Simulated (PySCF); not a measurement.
NP, SMILES P#N. Atoms are numbered in the order given.

```xyz
2

N      0.0000     0.0000    -1.0105
P      0.0000     0.0000     0.4716
```
Charge 0, spin multiplicity 1.

The structure is a stationary point at B3LYP-D3(BJ)/def2-TZVPD.

Method: B3LYP/pcJ-2 (PySCF).

Isotropic couplings with Fermi-contact, spin-dipole and both spin-orbit terms, one fixed conformer, no vibrational averaging. Isotopes: 14N, 31P.

Computed spin–spin coupling constants:
```tsv
pair	bonds apart	J (Hz)
N1–P2	1	-49.2
```
